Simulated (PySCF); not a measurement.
## From computed data to an observable: oscillator strength and radiative lifetime

C2H6ClFSn, SMILES [CH3][Sn]([CH3])([F])[Cl].

Geometry optimised at B3LYP-D3(BJ)/def2-SVP. The structure was generated by enumeration; whether it is a known compound was not checked. The def2 effective core potentials stand for the cores of Sn; spin–orbit coupling is left out.

TDDFT-PBE/def2-SVPD (PySCF) puts the first singlet state with f over 0.02 at 5.56 eV (vertical), with the transition dipole (0.717, 0.006, 0.106) in atomic units.

Task: Find the oscillator strength, the wavelength and the radiative lifetime that this transition would have in vacuum if emission retraced absorption.

Result: 
|μ|² = 0.5254 au, so |μ| = 1.84 D. ΔE = 5.56/27.211 = 0.2043 hartree. f = (2/3) ΔE |μ|² = 0.072 (the program prints 0.072).
λ = 1239.84/5.56 = 223 nm; ν = 44844 cm⁻¹.
Einstein's coefficient A = 0.6670 ν² f s⁻¹ (ν in cm⁻¹) = 9.6e7 s⁻¹, so τ = 1/A = 10 ns. This state is S1. The figure is the radiative limit of this one transition; relaxation, internal conversion, crossing to triplets and a medium change what is measured.
